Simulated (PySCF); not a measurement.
# Gas-phase XPS of `Cc1ccc(F)pc1`, computed

Compound: C₆H₆FP.
Bonds: C1–C2, C2–C3 (aromatic), C3–C4 (aromatic), C4–C5 (aromatic), C5–F6, C5–P7 (aromatic), P7–C8 (aromatic), C2–C8 (aromatic). Hydrogens: H9, H10, H11 on C1; H12 on C3; H13 on C4; H14 on C8.

The calculation used delta-SCF UKS SCAN, pcX-2 on the ionised atom, pcseg-1 elsewhere, spin-free X2C in PySCF. These are vertical core ionisation energies against the vacuum level, from separate self-consistent calculations with and without the core hole.

What binding energy does each computed site have?

```csv
atom(s),environment,level,binding energy (eV),2p1/2 (eV),above the level's lowest (eV),count
P7,phosphorus bonded to 2 C,P 2p3/2,136.02,136.91,0.00,1
C8,aromatic CH carbon,C 1s,290.23,–,0.00,1
C3,aromatic CH carbon,C 1s,290.51,–,+0.28,1
C4,aromatic CH carbon,C 1s,290.65,–,+0.42,1
C2,substituted aromatic carbon,C 1s,290.74,–,+0.51,1
C1,benzylic-type carbon,C 1s,290.98,–,+0.75,1
C5,aromatic C–F carbon,C 1s,292.32,–,+2.09,1
F6,aryl fluorine,F 1s,692.74,–,0.00,1
P7,phosphorus bonded to 2 C,P 1s,2149.55,–,0.00,1
```

The listed C 1s values span 2.09 eV, from C8 (bonded to C (aromatic in the SMILES), H and P (aromatic in the SMILES)) to C5 (bonded to F, C (aromatic in the SMILES) and P (aromatic in the SMILES)).

Which effective nuclear charge Zeff reproduces each element's mean 1s value in the hydrogen-like formula E = 13.606 eV × Zeff²?

C (Z = 6): mean 290.9 eV, Zeff = 4.62, Z − Zeff = 1.38; F (Z = 9): mean 692.7 eV, Zeff = 7.14, Z − Zeff = 1.86; P (Z = 15): mean 2149.5 eV, Zeff = 12.57, Z − Zeff = 2.43. Means run over the listed sites, weighted by atom count.

The 2p values aren't plain energy differences: one relaxed spin-free 2p hole is combined with a matrix within the shell (ground-state 2p orbital-energy differences and spin–orbit coupling). 2p3/2, the mean of its two sublevels, lies a third of the splitting below the shell's mean and 2p1/2 two thirds above it; the statistical areas are 2:1. 2p1/2 minus 2p3/2 (ligand field included): P 0.89 eV. Isolated species at its PBE0-D3(BJ)/def2-SVP geometry, gas phase.

Hardware: one thread of an Arm Neoverse V1, shared host. Cost: 1.8 min wall, 0.66 GiB resident at most.
